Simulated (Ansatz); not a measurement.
One geometry of the cluster TaO₂⁻, several levels of theory.

```yaml
crystal:
  periodic: [false, false, false]
  atoms:
    - {symbol: Ta, position_ang: [-0.661230, 0.074925, 0.090821]}
    - {symbol: O, position_ang: [0.571195, 1.224641, 0.664950]}
    - {symbol: O, position_ang: [0.090035, -1.299565, -0.755771]}
basis:
  gaussian: {orbitals: def2-TZVPD, initial_orbitals: start.molden}
total_charge: -1
magnetization: {spin_polarized: true, initial_magnetization: 2}
hamiltonian: {xc: r2scan, dispersion: d4}
scf: {omitted_lower_state_checks: [starts]}
output: {orbitals: {seedname: orbitals}}
```

The file start.molden holds the orbitals of an earlier run on this structure, at another level or in another basis.

```sh
$ ansatz run in.yaml --threads 2 --pin off --events-out ev --progress --plain --max-ram 4352MiB
```

It prints (some lines left out):

```
Functional definition: r2SCAN
734 factors; their error is unknown
mean field evaluation 1: about -5648.8554 eV, gradient 3.0e0 eV
mean field evaluation 2: about -5648.8905 eV, gradient 4.5e-2 eV
mean field evaluation 4: about -5648.8807 eV, gradient 2.8e-4 eV
mean field evaluation 8: about -5648.8807 eV, gradient 1.8e-5 eV
mean field -5648.88067713 eV, -207.5925359358 hartree, gradient 8.8e-6 eV, S^2 2.015230; 0 other end points of the search recorded, 0 dependent functions left out
reference -5648.88070849 eV, -207.5925370880 hartree; 16, 14 occupied and 107, 109 virtual orbitals, 734 factors
Total energy: -5648.89453225 eV, -207.5930451019 hartree
Checks for a lower state left out: starts
```

Hardware: 2 threads of Arm Neoverse V2 on a shared host. Wall time 9 s.

First input, but with `hamiltonian: {xc: {name: r2SCAN0}, dispersion: d4}` (abridged; 9.5 s):

```
Functional definition: r2SCAN0
mean field -5646.35823823 eV, -207.4998380158 hartree, gradient 6.2e-6 eV, S^2 2.016585
Total energy: -5646.37557429 eV, -207.5004751043 hartree
Checks for a lower state left out: starts
```

Geometry: PBE-D4/def2-TZVPD.

In the def2 sets Ta takes a core potential; there is no spin–orbit coupling. At r2SCAN-D4/def2-TZVPD, r2SCAN0-D4/def2-TZVPD the highest occupied level of the charge -1 triplet lies above zero (up to 1.00 eV). The electron is either unbound and held by the finite basis, or the level is raised by self-interaction error. At PBE0-D4/def2-TZVPD a broken-symmetry singlet of charge -1 lies 0.63 eV below the triplet, each at its own geometry. The structure comes from a short search, and lower isomers may exist.
